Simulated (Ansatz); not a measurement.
`FB(F)B(F)F`. Charge 0, multiplicity 1.

```xyz
6

F    -1.034   -0.603   -1.492
B    -0.044   -0.008   -0.863
F     0.876    0.574   -1.601
B     0.044    0.008    0.863
F     1.033    0.605    1.492
F    -0.875   -0.576    1.601
```

Task: Give the diagnostics of a CCSD(T)/def2-TZVPP run (frozen core, Ansatz 0.2.0). (Best estimate.)

Result: The calculation gave: T1 = 0.0141, largest single amplitude 0.049, largest double 0.038, (T) share of the correlation energy 2.9 %, 9 CCSD cycles. The RHF solution is stable towards an unrestricted one. T1 lies under the customary mark of 0.02 for closed shells.
